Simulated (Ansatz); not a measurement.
Cl3Ga, SMILES [Cl][Ga+]([Cl])[Cl] (connectivity only; charge and spin as stated), charge +1, multiplicity 2.

The structure is a stationary point at PBE0-D3(BJ)/def2-SVP.

Two levels are set side by side: PBE/def2-SVPD (Ansatz, a quantum-chemistry and plane-wave program) and CAM-B3LYP/def2-SVPD (Ansatz). Energy differences of separate SCF runs at the same geometry; the states with an electron removed or added have multiplicity 3 and 1. Differences are taken from unrounded values.

```tsv
quantity	PBE
vertical ionisation energy (eV)	16.92
vertical electron affinity (eV)	9.82
```

These are the PBE values. What does CAM-B3LYP give? (The exact figures need the calculation; the answer reports its results.)


```json
[
 {"quantity": "vertical ionisation energy (eV)", "CAM-B3LYP": "17.73", "PBE minus CAM-B3LYP": "-0.81"},
 {"quantity": "vertical electron affinity (eV)", "CAM-B3LYP": "10.21", "PBE minus CAM-B3LYP": "-0.39"}
]
```
